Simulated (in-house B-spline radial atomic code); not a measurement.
# Solving the quasi-particle equation for 2p of the aluminium ion Al³⁺

Configuration [He] 2s2 2p6, start HSE06. Computed with a B-spline radial code for spherical atoms: all electrons, non-relativistic, point nucleus, each spin shell either full or empty, empty states to l = 9 with an (l + 1/2)⁻⁴ tail; G0W0 by contour deformation at full frequency.

At the mean-field level ε = -108.392 eV the matrix elements are Σx = -60.304 eV, v_xc = -46.73 eV and Σc(ε) = 1.596 eV, and the slope of the correlation self-energy is dΣc/dω = -0.0351. The quasi-particle energy solves E = ε + Σx − v_xc + Σc(E).

**Question.** What does the linearised equation give?

**Answer.** Z = 1/(1 − dΣc/dω) = 1/1.0351 = 0.9661. The first-order shift is Σx − v_xc + Σc(ε) = -60.304 − (-46.73) + (1.596) = -11.978 eV, so E ≈ ε + Z × shift = -108.392 + 0.9661 × (-11.978) = -119.964 eV.

**Question.** How does that compare with the full solution and with static screening?

**Answer.** Solving the equation at full frequency dependence gives E = -119.935 eV, where Σc = 2.032 eV and the weight is 0.961; the linearised value is off by 29 meV. Leaving Z out would give -120.370 eV. Static COHSEX puts -2.096 eV in place of Σc and gives -124.062 eV, 4.13 eV deeper. The tabulated removal energy is 119.992 ± 0.0019 eV (NIST, measured); the run leaves out relativity, Breit and QED terms.
